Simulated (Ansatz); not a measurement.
Computed with Ansatz on PBE0-D4/def2-TZVP structures; ΔE is electronic, products minus reactants. CCSD(T)/CBS is the MP2 limit (def2-TZVPP, def2-QZVPP) plus CCSD(T) − MP2 in def2-TZVPP, frozen cores. This one scheme is used for every species, atoms too. Functionals use def2-TZVPP. Open shells (•) are unrestricted, without spin–orbit coupling. Spin–orbit coupling would lower the free atoms: a little for C, Cl, F, Si. Each species was taken in one conformer, which may not be the lowest.

Consider the atomization: `FC(Cl)C[SiH3]` → 2 C• + Cl• + F• + 6 H• + Si•.

```csv
level,ΔE (kJ/mol)
PBE0-D4,3813.5
ωB97X-V,3828.2
ωB97M-V,3823.1
r2SCAN,3815.7
HF/def2-TZVPP,2809.3
MP2/def2-TZVPP,3766.7
HF/def2-QZVPP,2813.8
CCSD/CBS(def2),3756.4
```

**Question.** What does CCSD(T)/CBS give? (Best estimate.)

**Answer.** The calculation gave: +3810.5 kJ/mol. The listed levels differ from it by 3.0, 17.7, 12.6, 5.2, -1001.2, -43.8, -996.7, -54.1 kJ/mol.

Largest T1 diagnostic among the species: 0.012.

The D4 term adds +37.2 kJ/mol with B3LYP and +19.5 kJ/mol with PBE0; it sums over pairs of atoms, weighted by their polarisabilities, and B3LYP, whose exchange is more repulsive, gets the larger term. In def2-TZVPP, CCSD(T) changes the Hartree–Fock value by +904.7 kJ/mol (the triples alone add +54.0 kJ/mol) and MP2 by +957.4 kJ/mol; breaking electron pairs costs correlation energy, which Hartree–Fock lacks. From PBE to PBE0 (25 % exact exchange), in def2-TZVPP and without D4, ΔE moves by −53.3 kJ/mol: exact exchange takes away binding that semilocal exchange gives to molecules.

B3LYP here is the variant with VWN-RPA as its local correlation; programs differ in this.

For atomizations the MP2-based limit and the directly extrapolated one differ by several kJ/mol either way, and by 10 to 25 for some Ge, Se and Sn compounds, so smaller differences from it don't rank the levels.
